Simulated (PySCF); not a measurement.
**How the method changes the constants of BiSe**

State: doublet, unpaired electrons π ↑, a mixture of terms (⟨Lz²⟩ = 1.4). Set-up: PySCF, spin-free X2C with a Gaussian nucleus, basis sets Bi x2c-TZVPPall, Se x2c-TZVPPall. De refers to Bi + Se in their high-spin ground configurations, without counterpoise correction. The functionals are run spin-unrestricted. A positive dipole means Bi(−)Se(+). Levels whose curve was spin-contaminated or gave no clean fit are not listed.

```csv
Level,Re (Å),ωe (cm⁻¹),De (eV),μ (D),"CPU s a point (SCF and correlation, without the integrals)"
PBE,2.436,282,3.44,-2.39,5.8
revPBE,2.444,278,3.14,-2.47,3.6
BLYP,2.464,269,3.42,-2.39,3.6
r²SCAN,2.412,292,3.04,-2.58,7.1
TPSSh,2.416,292,3.15,-2.60,12
PBE0,2.405,297,2.93,-2.64,11
```

What does the step from GGA to meta-GGA do here, going from PBE to r²SCAN?

r²SCAN less PBE: -2.4 pm in Re, +3.5 % in ωe, -0.40 eV in De. 

These are scalar-relativistic numbers at best; spin–orbit coupling would shift them, the dissociation energy most. Counting both spins, an empty level lies below a filled one in some of these solutions, because spin and occupation are held. The state is the lowest determinant that a PBE0 search found; another state may lie lower at other levels.

The whole job (state search and all levels along the bond) took about 21 min on 2 threads of Arm Neoverse V1 (shared host), peak memory 8.8 GiB.
